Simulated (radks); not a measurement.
These are the eigenvalues of the occupied orbitals of an atom or ion with whole-number occupations (eV). Calculated with a radial shooting solver on a logarithmic mesh with Libxc functionals: scalar-relativistic Kohn-Sham, PBE, spin-polarised, spherical densities, finite nucleus; Fermi nuclear charge, rms radius of each element as measured or else 0.836 A^(1/3) + 0.57 fm.

| orbital | eigenvalue |
|---|---|
| 1s up | -3566.337 |
| 1s down | -3565.780 |
| 2s up | -395.9994 |
| 2s down | -395.5170 |
| 2p up | -322.9971 |
| 2p down | -322.2976 |
| 3s up | -73.6752 |
| 3s down | -70.6879 |
| 3p up | -55.9959 |
| 3p down | -53.1491 |

Which element is it, and in what charge state? The configuration may be excited. Open shells, if any, are filled with parallel spins first.

Answer. Z = 19, potassium, charge +3: K3+ in [Ne] 3s2 3p4. The list shows which subshells hold electrons but not how many an open one holds; the 1s level, -131.06 hartree, gives Z - s = 16.2 by -(Z - s)^2/2, which with screening and relativity narrows Z to a few neighbours, and the depths of the outer levels then fix element, charge and occupations together.
